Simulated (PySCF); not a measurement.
**In⁺ (indium, charge +1): UHF calculation**

Configuration: [Kr] 4d10 5s1 5p1, high-spin 3P determinant (an excited configuration). Calculation: PySCF 2.14, in dyall-av2z; no relativity, point nucleus.

* Total energy: -5739.842745 hartree
* One-electron energy: -7905.7195 hartree
* Hartree (Coulomb) energy: 2319.5962 hartree
* Exchange energy: -153.7194 hartree
* Kinetic energy: 5739.87646 hartree
* ⟨S²⟩: 2.0020
* ⟨L²⟩: 2.024
* Sum of ⟨r⟩: 31.84 bohr
* Sum of ⟨r²⟩: 45.80 bohr²
* Traceless quadrupole moment −½Σ⟨3z² − r²⟩ along its main axis: -5.19 e·bohr²
* Density at the nucleus (Gaussians lack the cusp): 82300 bohr⁻³
* Spin density at the nucleus: 13.0 bohr⁻³
* Langevin diamagnetic susceptibility: -36.3 ×10⁻⁶ cm³/mol

```csv
shell,electrons,mean orbital energy (hartree),spread (hartree),"rms radius, mean of both spins (bohr)"
1s α,1,-998.11508,0,0.0359
1s β,1,-998.11116,0,0.0359
2s α,1,-149.70752,0,0.145
2s β,1,-149.70503,0,0.145
2p α,3,-139.48397,0.00006,0.127
2p β,3,-139.48283,0.00258,0.127
3s α,1,-29.93861,0,0.384
3s β,1,-29.93171,0,0.384
3p α,3,-25.68797,0.00255,0.378
3p β,3,-25.68404,0.00739,0.378
3d α,5,-17.90185,0.00525,0.352
3d β,5,-17.90129,0.00635,0.352
4s α,1,-5.29364,0,0.937
4s β,1,-5.27874,0,0.937
4p α,3,-3.82324,0.00424,1.00
4p β,3,-3.81692,0.01632,1.00
4d α,5,-1.37923,0.01355,1.25
4d β,5,-1.37032,0.02009,1.25
5s α,1,-0.70706,0,2.82
5p α,1,-0.47691,0,3.44
```

A non-relativistic calculation at this Z misses sizeable relativistic shifts.

Spin-orbit constants ζ (cm⁻¹) from the X2C one-electron operator on these orbitals (non-relativistic here): bare nucleus, nucleus screened by l(l+1)(2l+1)/3 electrons, and screened by the Breit-Pauli mean field of the electrons.

```tsv
shell	bare	screened nucleus	mean field
2p	981800	941800	921900
3p	175600	168400	164100
3d	30430	24220	23290
4p	28510	27350	26570
4d	3310	2635	2471
5p	1794	1721	1665
```

To first order the Landé constant is A = 832.7 cm⁻¹, so the lowest level has J = 0 and lies 0.206 eV below the centre of the term. This holds in LS coupling only.
